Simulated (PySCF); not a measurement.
sesquifulvalene (C12H10), SMILES C1=CC(C=C1)=C1C=CC=CC=C1.

Coordinates come from a PBE-D3(BJ)/def2-SVP optimisation.

Two levels are set side by side: PBE/def2-SVP (PySCF) and HF/def2-SVP (PySCF). Same geometry, gas phase. Differences are taken from unrounded values.

```json
[
 {"quantity": "orbital gap (eV)", "HF": "7.89"},
 {"quantity": "highest occupied level (eV)", "HF": "-6.91"},
 {"quantity": "lowest empty level (eV)", "HF": "0.98"},
 {"quantity": "dipole moment (D)", "HF": "3.70"},
 {"quantity": "mean polarisability (bohr³)", "HF": "163.5"}
]
```

### Question
What does PBE give, and how far is it from HF? (Estimate from the structure and the level; the computed values follow.)

### Answer

| quantity | PBE | PBE minus HF |
|---|---|---|
| orbital gap (eV) | 1.50 | -6.40 |
| highest occupied level (eV) | -4.67 | 2.24 |
| lowest empty level (eV) | -3.17 | -4.15 |
| dipole moment (D) | 3.65 | -0.06 |
| mean polarisability (bohr³) | 161.1 | -2.5 |

Without exact exchange PBE keeps part of each electron's self-repulsion, which lifts occupied levels and narrows the gap. Differences between two approximate levels are no errors against the true value.

Rough cost on one machine, each run with all the roots and properties that it gave: HF against PBE about 1/4.
